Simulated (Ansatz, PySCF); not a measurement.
HClSi, charge +1, doublet, geometry from GFN2-xTB (a state made from the parent by changing its charge; the spin is typed, not shown lowest). Base run: B97M-V/STO-3G (PySCF).

Geometry (Å):
```xyz
3

Si     0.8614    -0.2195     0.4427
H      2.2087    -0.5119    -0.0526
Cl    -0.8393     0.2109    -0.3615
```
Charge +1, spin multiplicity 2.
Orbitals are unrestricted.
All else is at PySCF's defaults.

The same geometry, method and basis name were run in Ansatz (a program for electronic structure) and PySCF, at each program's defaults and at the settings that a row names. The base is PySCF at its defaults. Differences at the defaults can come from grids, fitting, cores and function types together.

```
code and settings                                                               ΔE vs base (µEh)  basis functions      E (Eh)  SCF cycles
------------------------------------------------------------------------------  ----------------  ---------------  ----------  ----------
PySCF, defaults (exact integrals, its default grid, spherical functions)                     0.0               19  -741.53820           9
Ansatz, defaults (factorised integrals, its default grid, spherical functions)               3.2               19  -741.53819           -
PySCF, density fitting with def2-universal-jkfit                                           -1536               19  -741.53973           9
PySCF, fine grid                                                                            -1.2               19  -741.53820           9
Ansatz, high accuracy                                                                        5.4               19  -741.53819           -
```

Open shells are given as the SCF converged; they aren't shown to be the lowest states, and a large step between rows can be another state.
